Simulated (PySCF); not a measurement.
## Strontium: a sound run and one with changed settings

Sound run: Sr⁺ [Kr] 5s1, Sr²⁺ [Kr]. All numbers are calculated (PySCF 2.14, the spin-free X2C one-electron Hamiltonian (Gaussian nucleus), in x2c-SVPall (6s4p5d1f, 50 functions)). The sound run starts from symmetry-adapted Hartree-Fock orbitals and uses a fine grid where one is needed.

A second run was set up differently.

```csv
species,method,sound run (hartree),changed run (hartree),converged
Sr⁺,UHF,-3176.84871,-3176.84871,yes
Sr⁺,B3LYP,-3178.77124,-3178.76983,yes
Sr⁺,PBE,-3178.33799,-3178.33594,yes
Sr²⁺,UHF,-3176.46519,-3176.46519,yes
Sr²⁺,B3LYP,-3178.35842,-3178.35720,yes
Sr²⁺,PBE,-3177.92825,-3177.92627,yes
```

Ionisation energy of Sr⁺:

| method | sound run (eV) | changed run (eV) |
| --- | --- | --- |
| UHF | 10.436 | 10.436 |
| B3LYP | 11.233 | 11.228 |
| PBE | 11.150 | 11.148 |

(1) What was changed?
A. minimal basis
B. a valence shell is frozen
C. level shift left on
D. radial grid too coarse

## Answers

(1) D. It used radial step 0.3 in ln r (0.13 in the sound run). A coarse radial grid mis-integrates the density and the exchange-correlation energy, with errors of either sign; Hartree-Fock needs no grid.
